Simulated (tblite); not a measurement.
A geometry optimisation, step by step.

Compound: C5H9GeS (doublet state).
Numbering: `[CH3:1][S:2][Ge:3]1[CH2:4][CH:5]=[CH:6][CH2:7]1` (hydrogens: H8, H9, H10 on C1; H11, H12 on C4; H13 on C5; H14 on C6; H15, H16 on C7)
Bond orders are those of one Lewis drawing.

Computed with GFN2-xTB (tblite), gas phase: L-BFGS steps from a force-field or distance-geometry start until the largest atomic force falls under 0.01 eV/Å. 8 of its 129 geometries are shown.

Step 0: E = -555.1683 eV, largest atomic force 5.614 eV/Å
```
atom  x, y, z in Å  |  force x, y, z in eV/Å
C1      2.473   -0.181   -0.084    1.207   1.244   0.729
S2      1.498   -1.666   -0.302    0.800  -0.590  -0.900
Ge3    -0.569   -1.532    0.483    0.020  -1.773   1.157
C4     -1.652   -0.785   -0.984   -1.129  -0.418  -0.787
C5     -1.223    0.607   -0.852   -1.631   0.191  -5.368
C6     -0.772    1.081    0.230    1.832   3.261   3.964
C7     -0.663    0.213    1.417   -0.236  -0.094   0.861
H8      2.262    0.276    0.898   -0.015  -0.201  -0.355
H9      3.567   -0.421   -0.080   -0.988  -0.132  -0.091
H10     2.321    0.597   -0.849   -0.257  -0.565   0.131
H11    -2.740   -0.877   -0.748    0.749  -0.130  -0.352
H12    -1.399   -1.256   -1.948   -0.420   0.377   0.216
H13    -1.313    1.267   -1.776    0.151  -0.818   1.003
H14    -0.432    2.157    0.325   -0.362  -1.186  -0.116
H15     0.230    0.373    2.032   -0.464   0.373   0.123
H16    -1.593    0.157    2.028    0.742   0.461  -0.215
```

Step 18: E = -555.8374 eV, largest atomic force 0.150 eV/Å
```
atom  x, y, z in Å  |  force x, y, z in eV/Å
C1      2.471   -0.179   -0.059   -0.005  -0.024   0.023
S2      1.594   -1.711   -0.502    0.005   0.028  -0.094
Ge3    -0.466   -1.630    0.523    0.026   0.016   0.009
C4     -1.646   -0.785   -1.000   -0.035   0.146  -0.010
C5     -1.245    0.630   -0.892    0.064  -0.014  -0.020
C6     -0.772    1.125    0.259    0.055  -0.034  -0.015
C7     -0.645    0.251    1.443    0.000   0.050  -0.086
H8      2.157    0.151    0.925    0.021   0.039   0.001
H9      3.532   -0.405   -0.059   -0.003   0.009   0.014
H10     2.250    0.577   -0.808   -0.039  -0.026   0.067
H11    -2.670   -0.972   -0.678    0.018   0.048   0.032
H12    -1.514   -1.171   -2.011    0.002  -0.038   0.102
H13    -1.242    1.240   -1.790   -0.030  -0.069   0.053
H14    -0.388    2.139    0.309   -0.051  -0.099   0.012
H15     0.150    0.574    2.118   -0.083  -0.031  -0.017
H16    -1.573    0.173    2.013    0.056  -0.001  -0.072
```

Step 37: E = -555.8793 eV, largest atomic force 0.183 eV/Å
```
atom  x, y, z in Å  |  force x, y, z in eV/Å
C1      2.465   -0.145   -0.012   -0.062  -0.047   0.032
S2      1.567   -1.573   -0.701    0.070   0.105  -0.032
Ge3    -0.404   -1.647    0.489    0.037  -0.024  -0.047
C4     -1.686   -0.794   -0.944   -0.073   0.104  -0.042
C5     -1.190    0.590   -0.940   -0.108  -0.013  -0.050
C6     -0.676    1.095    0.190   -0.051   0.068   0.162
C7     -0.626    0.243    1.388   -0.019   0.071   0.005
H8      2.148    0.013    1.012    0.077   0.004   0.092
H9      3.524   -0.368   -0.059    0.015  -0.010   0.022
H10     2.242    0.740   -0.601   -0.051  -0.054  -0.061
H11    -2.664   -0.884   -0.468    0.042  -0.010  -0.033
H12    -1.717   -1.237   -1.937    0.002  -0.006   0.070
H13    -1.196    1.165   -1.859    0.046  -0.089   0.036
H14    -0.265    2.097    0.231    0.041  -0.083  -0.038
H15     0.078    0.581    2.148   -0.010  -0.015  -0.088
H16    -1.610    0.134    1.853    0.046  -0.003  -0.028
```

Step 55: E = -555.8997 eV, largest atomic force 0.052 eV/Å
```
atom  x, y, z in Å  |  force x, y, z in eV/Å
C1      2.489   -0.123    0.049   -0.006  -0.045   0.011
S2      1.583   -1.472   -0.773    0.022   0.026  -0.029
Ge3    -0.374   -1.649    0.427   -0.013   0.019   0.023
C4     -1.764   -0.783   -0.929    0.028  -0.011   0.003
C5     -1.221    0.572   -0.967    0.000  -0.007  -0.030
C6     -0.670    1.080    0.150    0.014   0.025   0.025
C7     -0.623    0.244    1.351   -0.010   0.022  -0.003
H8      2.227   -0.088    1.101    0.009  -0.002   0.051
H9      3.549   -0.324   -0.065    0.012  -0.016  -0.009
H10     2.234    0.815   -0.433   -0.035   0.002  -0.010
H11    -2.696   -0.853   -0.367    0.025  -0.040  -0.003
H12    -1.875   -1.244   -1.905   -0.020   0.006   0.004
H13    -1.165    1.096   -1.911   -0.019   0.020   0.013
H14    -0.174    2.041    0.148   -0.018   0.006  -0.009
H15     0.075    0.595    2.107    0.010  -0.028  -0.028
H16    -1.602    0.101    1.810   -0.002   0.021  -0.009
```

Step 73: E = -555.9145 eV, largest atomic force 0.086 eV/Å
```
atom  x, y, z in Å  |  force x, y, z in eV/Å
C1      2.526   -0.167    0.148   -0.031   0.000   0.019
S2      1.609   -1.400   -0.829    0.009   0.011  -0.045
Ge3    -0.337   -1.625    0.376    0.005   0.055   0.059
C4     -1.786   -0.792   -0.925   -0.019  -0.029  -0.033
C5     -1.285    0.578   -1.005   -0.072   0.008   0.007
C6     -0.697    1.109    0.081    0.011  -0.005   0.004
C7     -0.583    0.277    1.280    0.008   0.049   0.013
H8      2.364   -0.340    1.210    0.052   0.008  -0.068
H9      3.578   -0.281   -0.098   -0.050   0.008   0.033
H10     2.176    0.824   -0.132    0.031  -0.045   0.032
H11    -2.675   -0.894   -0.302    0.000   0.032  -0.036
H12    -1.954   -1.251   -1.892   -0.001  -0.062  -0.039
H13    -1.318    1.100   -1.952    0.037   0.009   0.022
H14    -0.234    2.086    0.058   -0.015  -0.003  -0.020
H15     0.152    0.640    1.993   -0.008  -0.022   0.035
H16    -1.544    0.142    1.781    0.046  -0.014   0.018
```

Step 91: E = -555.9274 eV, largest atomic force 0.041 eV/Å
```
atom  x, y, z in Å  |  force x, y, z in eV/Å
C1      2.559   -0.226    0.202    0.017   0.009   0.005
S2      1.582   -1.294   -0.900   -0.019  -0.011  -0.004
Ge3    -0.312   -1.565    0.375   -0.008   0.008  -0.009
C4     -1.790   -0.818   -0.930    0.021   0.016  -0.003
C5     -1.351    0.577   -1.016    0.004   0.014  -0.008
C6     -0.758    1.144    0.047   -0.015  -0.007   0.025
C7     -0.562    0.339    1.257   -0.001   0.003   0.019
H8      2.492   -0.589    1.224    0.007   0.008  -0.005
H9      3.587   -0.269   -0.139    0.005   0.001  -0.001
H10     2.181    0.790    0.133    0.022  -0.018   0.005
H11    -2.700   -0.943   -0.341    0.024   0.000  -0.013
H12    -1.908   -1.300   -1.897   -0.004   0.011   0.018
H13    -1.410    1.098   -1.961   -0.034  -0.009  -0.022
H14    -0.348    2.144   -0.003    0.001  -0.028  -0.016
H15     0.211    0.723    1.918   -0.008   0.005   0.012
H16    -1.482    0.196    1.823   -0.010  -0.004  -0.004
```

Step 110: E = -555.9312 eV, largest atomic force 0.012 eV/Å
```
atom  x, y, z in Å  |  force x, y, z in eV/Å
C1      2.650   -0.285    0.221    0.008   0.009   0.002
S2      1.578   -1.207   -0.927    0.004   0.005   0.000
Ge3    -0.287   -1.509    0.379    0.002   0.004  -0.001
C4     -1.787   -0.828   -0.928   -0.003  -0.001   0.004
C5     -1.409    0.584   -1.024    0.005   0.000   0.000
C6     -0.834    1.179    0.034   -0.005  -0.001  -0.001
C7     -0.606    0.394    1.250    0.003   0.002  -0.002
H8      2.637   -0.752    1.202   -0.007  -0.002  -0.005
H9      3.653   -0.314   -0.191   -0.001  -0.004   0.009
H10     2.304    0.743    0.285    0.001  -0.006  -0.002
H11    -2.694   -0.985   -0.342   -0.006  -0.002   0.005
H12    -1.885   -1.320   -1.891    0.000   0.004  -0.004
H13    -1.501    1.096   -1.972   -0.006  -0.001  -0.004
H14    -0.452    2.189   -0.029   -0.002  -0.004  -0.003
H15     0.148    0.812    1.911   -0.003  -0.006   0.003
H16    -1.523    0.212    1.813    0.011   0.004  -0.001
```

Step 128: E = -555.9319 eV, largest atomic force 0.009 eV/Å
```
atom  x, y, z in Å  |  force x, y, z in eV/Å
C1      2.684   -0.311    0.246    0.000  -0.002  -0.001
S2      1.589   -1.134   -0.955    0.000   0.002  -0.001
Ge3    -0.261   -1.481    0.360   -0.001   0.008   0.000
C4     -1.795   -0.835   -0.924   -0.004   0.005  -0.003
C5     -1.446    0.585   -1.031    0.005  -0.001  -0.001
C6     -0.866    1.194    0.016    0.005   0.001   0.007
C7     -0.607    0.418    1.231   -0.001   0.005   0.002
H8      2.663   -0.844    1.192   -0.001   0.000   0.008
H9      3.687   -0.333   -0.169   -0.003  -0.007  -0.002
H10     2.360    0.716    0.380    0.001   0.006  -0.004
H11    -2.688   -1.007   -0.322   -0.001  -0.003   0.004
H12    -1.901   -1.331   -1.884    0.001   0.000  -0.006
H13    -1.563    1.092   -1.979   -0.002  -0.006   0.002
H14    -0.500    2.209   -0.058   -0.008  -0.003  -0.001
H15     0.148    0.851    1.881    0.000  -0.002  -0.003
H16    -1.512    0.221    1.808    0.005  -0.005  -0.002
```

**Question.** Summarise the path.

**Answer.** The energy falls by 0.7636 eV from step 0 to step 128; nine tenths of that is first reached at step 27. It rises by more than 0.2 meV at step 77. The largest force goes from 5.614 to 0.009 eV/Å. Among the bonds Ge3–C7 changes most, from 1.982 to 2.118 Å; the atoms move by 0.578 Å rms after alignment.

The cost below is that of the whole relaxation. Time: 0.96 s wall. Hardware: one thread, Arm Neoverse V1 (aarch64) (shared host).
